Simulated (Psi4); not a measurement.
C$_{4}$H$_{12}$GeO$_{4}$ (SMILES C[O][Ge]([O]C)([O]C)[O]C), singlet, geometry from GFN2-xTB. Base run: Psi4 1.11 with HF/STO-3G.

The Psi4 input:
```
memory 2 GB

molecule {
0 1
  C    -0.78775469   -2.35624119   -1.34657298
  O    -0.64649304   -0.94312365   -1.32153947
  Ge   -0.00000000    0.00000000    0.00000000
  O    -0.41482907    1.66116832   -0.34976952
  C    -1.66053864    2.12112988   -0.85387837
  O    -0.67277475   -0.69291026    1.45641737
  C    -0.23491654   -0.43366821    2.78252312
  O     1.73409685   -0.02513441    0.21489163
  C     2.68320987    0.66877953   -0.58207177
  H    -1.38822593   -2.58510075   -2.22816189
  H    -1.29410601   -2.71919049   -0.45241044
  H     0.18463016   -2.84483377   -1.42951724
  H    -2.43977528    2.05172014   -0.09288737
  H    -1.96700028    1.55167835   -1.73106519
  H    -1.50921302    3.16620457   -1.12785070
  H     0.84459073   -0.55243389    2.87312822
  H    -0.51070878    0.57499919    3.09503465
  H    -0.74007369   -1.16373829    3.41652260
  H     2.76585391    0.21811445   -1.57263004
  H     2.41651556    1.71994603   -0.68965259
  H     3.63751263    0.58263447   -0.06051000
}

set basis sto-3g

energy('scf')
print_variables()
```

Variants of this job, named by their change:

| change | ΔE vs base (mEh) | SCF cycles | basis functions |
|---|---|---|---|
| base | 0.000 | 7 | 70 |
| scf_initial_accelerator = ediis | 0.000 | 7 | 70 |
| basis_guess = sto-3g | 0.000 | 1 | 70 |
| scf_type = out_of_core | ? | 7 | 70 |
| level_shift = 1.0 | 0.000 | 7 | 70 |
| df_basis_scf = def2-universal-jkfit | 0.000 | 7 | 70 |
| d_convergence = 1e-8 | 0.000 | 10 | 70 |
| guess = core | 0.000 | 12 | 70 |
| d_convergence = 1e-10 | 0.000 | 13 | 70 |
| e_convergence = 1e-10 | 0.000 | 9 | 70 |
| guess = huckel | 0.000 | 10 | 70 |
| cholesky_tolerance = 1e-3 (with scf_type cd) | ? | 7 | 70 |
| scf_type = mem_df | 0.000 | 7 | 70 |

What belongs in the gaps?


- scf_type = out_of_core, ΔE vs base (mEh): 1.277
- cholesky_tolerance = 1e-3 (with scf_type cd), ΔE vs base (mEh): 34.974
